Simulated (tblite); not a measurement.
Compound: C2HAlBr2.
Numbering: `[CH:1]#[C:2][Al:3]([Br:4])[Br:5]` (hydrogens: H6 on C1)

Computed with GFN2-xTB (tblite), gas phase: L-BFGS steps from a force-field or distance-geometry start until the largest atomic force falls under 0.01 eV/Å.

Step 1: E = -382.8483 eV
```
atom  x, y, z in Å  |  force x, y, z in eV/Å
C1     -2.0009   -0.2398    0.1068    5.243   0.636  -0.247
C2     -0.7528   -0.0891    0.0471   -4.055  -0.520   0.260
Al3     1.1685    0.1224   -0.0223    0.799   0.211  -0.241
Br4     2.5047   -1.6617   -0.7274   -0.605   0.857   0.382
Br5     2.1070    2.2227    0.4280   -0.431  -1.073  -0.189
H6     -3.0233   -0.3527    0.1462   -0.950  -0.110   0.036
```

Step 2: E = -382.9964 eV
```
atom  x, y, z in Å  |  force x, y, z in eV/Å
C1     -1.9792   -0.2370    0.1057    1.183   0.157  -0.064
C2     -0.7676   -0.0913    0.0487   -0.653  -0.111   0.096
Al3     1.1784    0.1251   -0.0253    0.300   0.136  -0.199
Br4     2.4967   -1.6505   -0.7225   -0.497   0.706   0.319
Br5     2.1013    2.2088    0.4255   -0.353  -0.883  -0.151
H6     -3.0265   -0.3531    0.1464    0.019  -0.004  -0.001
```

Step 3: E = -383.0461 eV
```
atom  x, y, z in Å  |  force x, y, z in eV/Å
C1     -1.9675   -0.2351    0.1049   -0.394  -0.032   0.009
C2     -0.7689   -0.0924    0.0506    0.803   0.069   0.016
Al3     1.1906    0.1296   -0.0313   -0.254   0.025  -0.135
Br4     2.4814   -1.6290   -0.7129   -0.272   0.395   0.191
Br5     2.0904    2.1818    0.4209   -0.184  -0.485  -0.070
H6     -3.0229   -0.3529    0.1463    0.301   0.028  -0.011
```

Step 4: E = -383.0672 eV
```
atom  x, y, z in Å  |  force x, y, z in eV/Å
C1     -1.9606   -0.2338    0.1042   -0.354  -0.030   0.009
C2     -0.7607   -0.0924    0.0523    0.649   0.058   0.009
Al3     1.1942    0.1327   -0.0374   -0.583  -0.061  -0.082
Br4     2.4673   -1.6090   -0.7036   -0.052   0.084   0.065
Br5     2.0805    2.1569    0.4168   -0.018  -0.086   0.012
H6     -3.0175   -0.3525    0.1461    0.358   0.035  -0.012
```

Q: Estimate the geometry and energy of step 5. (The exact step hangs on the optimiser's Hessian estimate; all steps are aligned on step 4, rigid shifts and turns removed.)

A: E = -383.0770 eV, largest force 0.507 eV/Å
```
atom  x, y, z in Å  |  force x, y, z in eV/Å
C1     -1.9562   -0.2329    0.1038   -0.027   0.005  -0.003
C2     -0.7534   -0.0923    0.0534    0.192   0.009   0.019
Al3     1.1862    0.1330   -0.0412   -0.500  -0.056  -0.062
Br4     2.4609   -1.5998   -0.6989    0.024  -0.027   0.018
Br5     2.0763    2.1458    0.4154    0.031   0.041   0.037
H6     -3.0108   -0.3519    0.1459    0.281   0.028  -0.009
```

The energy changes by -0.0098 eV. The first-order estimate −F·Δx gives -0.0130 eV and the mean of the old and new forces, exact on a quadratic surface, -0.0097 eV. The step makes an angle of 55° with the force vector and moves no atom by more than 0.012 Å.

What follows is the cost of the whole relaxation. Hardware: one thread of an Arm Neoverse N1, shared host. Cost: 0.17 s.
